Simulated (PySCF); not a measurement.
**Interval between two levels of Ce²⁺ by level of theory**

Ce²⁺ [Xe] 4f2 [3H6, M_J = 6] → Ce²⁺ [Xe] 4f1 6p1 [3G5, M_J = 5], as a difference of total energies. All numbers are calculated (PySCF 2.14, the two-component X2C-1e Hamiltonian, in x2c-SVPall-2c with one added diffuse shell each of s, p, d, f type (8s11p10d4f1g, 128 functions)). Correlated levels: [Ar] 3d10 frozen; the 16 highest virtual spinors dropped. "Screened" scales the spin-orbit matrix elements by Boettger's factors to mimic the two-electron term; Breit and QED terms are absent.

```
                    method  interval between two levels (cm⁻¹)
 GHF (screened spin-orbit)                               40428
GMP2 (screened spin-orbit)                               38874
```

The labels give the starting determinants; with spin-orbit coupling the two ends relaxed to ⟨J²⟩ = 42.01, ⟨L²⟩ = 30.07, ⟨S²⟩ = 2.04 and ⟨J²⟩ = 30.01, ⟨L²⟩ = 20.05, ⟨S²⟩ = 2.04.
